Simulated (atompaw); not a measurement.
Reading a pseudo-wave (oxygen (O))

Columns: radius, all-electron u(r) and pseudo u(r) of the 2s shell (level -23.96 eV) of oxygen in the configuration [He] 2s2 2p4; PBE, scalar-relativistic, PAW (atompaw) scheme, atompaw 4.2.0.5.

```json
{"r (bohr)": "0.058", "all-electron": "-0.3610", "pseudo": "0.1157"}
{"r (bohr)": "0.115", "all-electron": "-0.4172", "pseudo": "0.2276"}
{"r (bohr)": "0.173", "all-electron": "-0.3190", "pseudo": "0.3380"}
{"r (bohr)": "0.231", "all-electron": "-0.1493", "pseudo": "0.4432"}
{"r (bohr)": "0.288", "all-electron": "0.0404", "pseudo": "0.5401"}
{"r (bohr)": "0.346", "all-electron": "0.2300", "pseudo": "0.6308"}
{"r (bohr)": "0.404", "all-electron": "0.4025", "pseudo": "0.7122"}
{"r (bohr)": "0.462", "all-electron": "0.5516", "pseudo": "0.7837"}
{"r (bohr)": "0.519", "all-electron": "0.6733", "pseudo": "0.8436"}
{"r (bohr)": "0.577", "all-electron": "0.7722", "pseudo": "0.8936"}
{"r (bohr)": "0.635", "all-electron": "0.8474", "pseudo": "0.9325"}
{"r (bohr)": "0.692", "all-electron": "0.9006", "pseudo": "0.9601"}
{"r (bohr)": "0.750", "all-electron": "0.9364", "pseudo": "0.9778"}
{"r (bohr)": "0.808", "all-electron": "0.9563", "pseudo": "0.9855"}
{"r (bohr)": "0.865", "all-electron": "0.9630", "pseudo": "0.9842"}
{"r (bohr)": "0.923", "all-electron": "0.9590", "pseudo": "0.9748"}
{"r (bohr)": "0.981", "all-electron": "0.9462", "pseudo": "0.9583"}
{"r (bohr)": "1.038", "all-electron": "0.9270", "pseudo": "0.9363"}
{"r (bohr)": "1.096", "all-electron": "0.9020", "pseudo": "0.9091"}
{"r (bohr)": "1.154", "all-electron": "0.8730", "pseudo": "0.8781"}
{"r (bohr)": "1.212", "all-electron": "0.8412", "pseudo": "0.8446"}
{"r (bohr)": "1.269", "all-electron": "0.8078", "pseudo": "0.8098"}
{"r (bohr)": "1.327", "all-electron": "0.7727", "pseudo": "0.7736"}
{"r (bohr)": "1.385", "all-electron": "0.7369", "pseudo": "0.7372"}
{"r (bohr)": "1.442", "all-electron": "0.7015", "pseudo": "0.7016"}
{"r (bohr)": "1.500", "all-electron": "0.6658", "pseudo": "0.6658"}
```

**Question.** How many radial nodes do the two functions have?

**Answer.** The all-electron 2s function has n − l − 1 = 1; the pseudo-wave has 0, since the states of the same l below it are removed with the core.

**Question.** Where does each function peak?

**Answer.** Outermost all-electron maximum near 0.86 bohr, pseudo maximum near 0.81 bohr (to the table’s step).

**Question.** Is the pseudo-wave norm-conserving?

**Answer.** No, it belongs to a PAW set: the norm inside the radius is not constrained, and the difference is carried by the augmentation charge.
